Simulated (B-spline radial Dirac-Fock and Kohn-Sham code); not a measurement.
## Relativistic shifts of the levels of Pb⁴³⁺

System: Pb⁴³⁺, [Kr] 4d3.

Both columns are ΔSCF binding energies of the configuration average from a radial B-spline solver: non-relativistic Hartree-Fock with a point nucleus, and Dirac-Fock with a finite nucleus and the Coulomb interaction alone, averaged over the two j levels with weights 2j+1.

| shell | Hartree-Fock (eV) | Dirac-Fock (eV) | shift (eV) | shift (%) |
| --- | --- | --- | --- | --- |
| 1s | 81577.0 | 90570.7 | +8993.75 | +11.02 |
| 2s | 15569.1 | 18007.9 | +2438.73 | +15.66 |
| 2p | 15047.3 | 15880.3 | +833.02 | +5.54 |
| 3s | 5241.7 | 5880.8 | +639.13 | +12.19 |
| 3p | 4999.2 | 5248.6 | +249.41 | +4.99 |
| 3d | 4555.7 | 4543.3 | -12.44 | -0.27 |
| 4s | 2442.2 | 2656.2 | +214.07 | +8.77 |
| 4p | 2325.9 | 2414.0 | +88.12 | +3.79 |
| 4d | 2140.6 | 2145.6 | +5.01 | +0.23 |

Relativity binds 1s, 2s, 2p, 3s, 3p, 4s, 4p, 4d more strongly, among those listed most of all 2s in relative terms, and 3d more weakly, because the contracted s and p shells screen the nucleus better.

Values without a named source are computed, but for edge energies of neutral atoms, which are taken from tables.
